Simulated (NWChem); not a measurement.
System: C3H4F2Si; SMILES C1=C(F)[SiH2][C@H]1F

```xyz
10

F     -0.4746     2.3626     0.1808
C     -0.2296     1.0781     0.0166
C     -1.1213     0.1084    -0.2640
C     -0.2973    -1.1385    -0.4535
F     -0.6190    -2.1460     0.4313
Si     1.2507    -0.0738    -0.0106
H     -2.2112     0.1851    -0.3611
H     -0.3569    -1.5526    -1.4750
H      1.8877    -0.3877     1.2999
H      2.3077     0.1615    -1.0406
```
Atoms are numbered in this order, from 1.

All runs: NWChem. STO-3G and 3-21G are far too small for this property and stand as cheap habits. Coordinates come from a PBE0/def2-SVP optimisation. B3LYP is NWChem's, with the RPA form of VWN correlation. Field at 589 nm.

For level B3LYP/STO-3G:

- isotropic polarisability (bohr³): 30.1
- anisotropy (bohr³): 17.1

Task: How do the values read with level B3LYP/def2-SVP instead?

Result: 
| Item | Value |
|---|---|
| isotropic polarisability (bohr³) | 55.0 |
| anisotropy (bohr³) | 21.5 |
